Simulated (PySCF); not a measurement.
F6Se. Atoms are numbered in the order given.

```xyz
7

F      0.0000    -1.7169     0.0000
Se     0.0000     0.0000     0.0000
F      1.7169     0.0000     0.0000
F      0.0000     0.0000     1.7169
F     -1.7169     0.0000     0.0000
F      0.0000     0.0000    -1.7169
F      0.0000     1.7169     0.0000
```
Charge 0, spin multiplicity 1.

The structure is a stationary point at B3LYP-D3(BJ)/def2-SVP.

Computed with PBE/pcSseg-1 (PySCF).

GIAO shieldings, no solvent; atoms alike by connectivity are averaged. δ = σ(ref) − σ: ¹⁹F against CFCl3 (σ = 133.6 ppm); ⁷⁷Se against Me2Se (σ = 1634.8 ppm), references at their B3LYP-D3(BJ)/def2-TZVP geometries, non-relativistic.

```
nucleus                   atoms  count  δ (ppm)
-------  ----------------------  -----  -------
¹⁹F      F1, F3, F4, F5, F6, F7      6    118.8
⁷⁷Se                        Se2      1    732.4
```
